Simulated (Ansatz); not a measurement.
F2Si (SMILES F[Si]F), singlet, geometry from GFN2-xTB. Base run: BLYP/6-31G (Ansatz, a first-principles code).

Here is a job for Ansatz.
Ansatz 0.2 input:
```yaml
crystal:
  periodic: [false, false, false]
  atoms:
    - {symbol: Si, position_ang: [-0.03685565, -0.01764442, 0.62704345]}
    - {symbol: F, position_ang: [1.00111955, -0.63280559, -0.44873539]}
    - {symbol: F, position_ang: [-0.94378855, 0.66025247, -0.52666553]}
basis:
  gaussian:
    orbitals: 6-31G
hamiltonian:
  xc: blyp
```

Variants of this job, named by their change:

```tsv
change	E (Eh)
base	-489.14301
functional = pbe; dispersion = d4	-488.81735
functional = BHLYP	-489.08050
functional = cam_b3lyp	…
functional = B97M-V	-489.00790
functional = B2GP-PLYP	-488.73975
functional = blyp; dispersion = d4	…
functional = wB97X	…
functional = PBE-QIDH	-488.61830
functional = SVWN5	-486.73436
functional = pbe0	-488.83707
functional = pbe	-488.81601
functional = wB97X-V	…
```

Question: Fill in the missing entries.

Answer: 
- functional = cam_b3lyp, E (Eh): -489.11009
- functional = blyp; dispersion = d4, E (Eh): -489.14611
- functional = wB97X, E (Eh): -489.09698
- functional = wB97X-V, E (Eh): -489.02857

Total energies compare only within one method and basis.
